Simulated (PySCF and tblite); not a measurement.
Results of a calculation; reference values are marked as such.
Barrier and rate of a rearrangement

System: C6H8O2, numbered as in [CH2:1]=[C:2]([CH3:3])/[CH:4]=[CH:5]/[C:6](=[O:7])[OH:8].

Motion: shift of H on O8 from O8 to O7. Level: CAM-B3LYP/pcSseg-1 + D3(BJ) on PBE0-D3(BJ)/def2-SVP stationary points, with GFN2-xTB thermal terms. Rates follow Eyring's equation with the number of equivalent paths and no tunnelling. Programs: tblite and PySCF.

```json
{"point": "start", "symmetry": "Cs", "E(GFN2) kcal/mol": "0.0", "E(DFT) kcal/mol": "0.0", "ZPE change kcal/mol": "0.00", "lowest mode cm⁻¹": "51", "dipole D": "2.10"}
{"point": "saddle", "symmetry": "Cs", "E(GFN2) kcal/mol": "33.3", "E(DFT) kcal/mol": "33.8", "ZPE change kcal/mol": "-3.06", "lowest mode cm⁻¹": "1778i", "dipole D": "3.57"}
{"point": "end", "symmetry": "Cs", "E(GFN2) kcal/mol": "0.7", "E(DFT) kcal/mol": "0.7", "ZPE change kcal/mol": "0.02", "lowest mode cm⁻¹": "46", "dipole D": "2.67"}
```

```json
{
  "Electronic barrier": "33.8 kcal/mol",
  "Barrier with zero-point energy": "30.7 kcal/mol",
  "ΔH‡ (298 K)": "30.6 kcal/mol",
  "ΔS‡ (298 K, symmetry apart)": "-0.7 cal/(mol K)",
  "Paths": "1 equivalent path",
  "End point": "a different minimum",
  "Cost": "4.2 min on 1 thread of Arm Neoverse V2, shared host (rough), peak memory 0.89 GiB, launched as `OMP_NUM_THREADS=1 python ens_run.py task.json out`"
}
```

```json
{"T/K": "500", "ΔG‡ kcal/mol": "31.0", "k s⁻¹": "0.3", "ΔG kcal/mol": "0.7", "k back s⁻¹": "0.58"}
```

ΔG and ΔG‡ leave out symmetry numbers and mirror images; rates count paths: 1 out, 1 back.

Tunnelling of the moving H, left out here, will speed the real process. In real samples such hydrogens mostly exchange between molecules or through solvent, far faster than by this path.
